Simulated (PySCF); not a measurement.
Ga(H)(OH)(NH2) (GaH₄NO), SMILES [NH2][GaH][OH]. Atoms are numbered in the order given.

```xyz
7

Ga    -0.3359     0.0268     0.0000
H     -1.8781     0.1185     0.0000
O      0.6069     1.5499     0.0000
H      1.5597     1.4370     0.0000
N      0.5903    -1.5344     0.0000
H      1.5935    -1.6061     0.0000
H      0.1499    -2.4386     0.0000
```
Charge 0, spin multiplicity 1.

Geometry optimised at ωB97X-D3(BJ)/def2-TZVP. The values are those of a single conformer.

Method: B3LYP/pcSseg-1 (PySCF).

GIAO shieldings, no solvent; atoms listed in one row are averaged. δ = σ(ref) − σ: ¹H against TMS (σ = 31.68 ppm); ¹⁷O against H2O (σ = 333.8 ppm); ¹⁵N against NH3 (σ = 265.5 ppm), references at their B3LYP-D3(BJ)/def2-TZVP geometries, non-relativistic.

```tsv
nucleus	atoms	count	δ (ppm)
¹H	H2	1	5.16
¹H	H4	1	1.90
¹H	H7	1	1.75
¹H	H6	1	1.30
¹⁷O	O3	1	60.6
¹⁵N	N5	1	47.0
```
